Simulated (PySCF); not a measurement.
# Relaxation of quartet Ta(OH)2

These are results of PySCF, UPBE0, basis Ta def2-TZVP with ECP60, O def2-TZVP, H def2-TZVP (scalar-relativistic core potentials, no spin–orbit coupling, density fitting), not measurements. A (50,194) grid was used.

A hand-made linear (heavy-atom frame) start, of C2h symmetry, held to at least that symmetry:

```xyz
5
charge 0 multiplicity 4, angstrom
Ta    0.0000    0.0000    0.0000
O     0.0000    0.0000    2.0900
O     0.0000    0.0000   -2.0900
H    -0.7354    0.0000    2.7071
H     0.7354    0.0000   -2.7071
```

Problem. What does it relax to?

Solution. It ends at D∞h with O–H 0.951 Å (×2), Ta–O 1.890 Å (×2); H–O–Ta 180.0° (×2), O–Ta–O 180.0°. The frequency run here used a shortcut that can spoil soft modes, so no verdict on minimum or saddle point is given. Other isomers or separated fragments may lie lower.

Problem. How much energy is released, and in how many steps?

Solution. 92.9 kJ/mol in 12 steps.

With open d or f shells other occupations or spin states may lie lower. With an element this heavy the missing spin–orbit coupling can shift these numbers.

The relaxation took about 5 core-minutes on a shared host.
